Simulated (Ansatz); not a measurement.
**A ladder of methods for SiHBr (SMILES [SiH]Br)**

The species is SiHBr (3 atoms), meant as a singlet with charge 0. SMILES: `[SiH]Br`. The coordinates come from a PBE0-D4/def2-TZVP relaxation.

```xyz
3

Si   -0.6247    0.5219   -0.2961
Br    1.3409    0.4015    0.7814
H    -0.7271   -0.9883   -0.4986
```

Quantity: the vertical ionisation energy (to the doublet cation), in eV. The values are calculated.

| level | kind | program | value (eV) | less FCI/STO-3G |
| --- | --- | --- | --- | --- |
| BLYP/STO-3G | GGA | Ansatz | 6.45 | +0.56 |
| r2SCAN/STO-3G | meta-GGA | Ansatz | 6.75 | +0.86 |
| B3LYP/STO-3G | global hybrid | Ansatz | 6.84 | +0.95 |
| r2SCAN0/STO-3G | hybrid meta-GGA | Ansatz | 6.92 | +1.03 |
| wB97M-V/STO-3G | range-separated hybrid | Ansatz | 6.97 | +1.08 |
| MP2/STO-3G | perturbation theory | Ansatz | 6.11 | +0.22 |
| CCSD(T)/STO-3G | coupled cluster or CI | Ansatz | 5.91 | +0.02 |
| CCSDT(Q)/STO-3G | coupled cluster or CI | Ansatz | 5.87 | -0.02 |
| FCI/STO-3G | exact in the basis | Ansatz | 5.89 | 0.00 |

FCI/STO-3G is exact within its basis and frozen core, so for wave-function methods in that basis the difference is their error; functionals converge differently with the basis, so for them it is only a difference. All-electron rows without a relativistic Hamiltonian named are non-relativistic. Spin-orbit coupling, which can split open shells on such heavy atoms by tenths of an eV, is left out. The values span 5.87 to 6.97 eV. All rows use very small basis sets, so none should be taken for the real molecule's value. In the correlated wave-function rows the outer d shell of Br is correlated, in sets not made for it.
